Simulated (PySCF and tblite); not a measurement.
Values are calculated unless marked as measured or tabulated.
System: C6H9NS, numbered as in [CH:1]1=[C:2]([C@H:3]2[CH2:4][NH:5]2)[S:6][CH2:7][CH2:8]1.

Level: PBE0/pcSseg-1 + D3(BJ), IEF-PCM benzene on GFN2-xTB stationary points, with GFN2-xTB thermal terms. Rates follow Eyring's equation with the number of equivalent paths and no tunnelling. Programs: tblite and PySCF.

How high is the barrier to the pyramidal inversion at N5, through which structure does it pass, and what rate follows at 298 K?

The electronic barrier is 16.9 kcal/mol and ΔG‡(298 K) 15.2 kcal/mol, over a C1 saddle with an imaginary mode of 936i cm⁻¹ (GFN2-xTB). With 1 equivalent path, k is 41 s⁻¹, a mean lifetime of the start of 24 ms against this motion. The end lies 1.5 kcal/mol above the start in free energy.
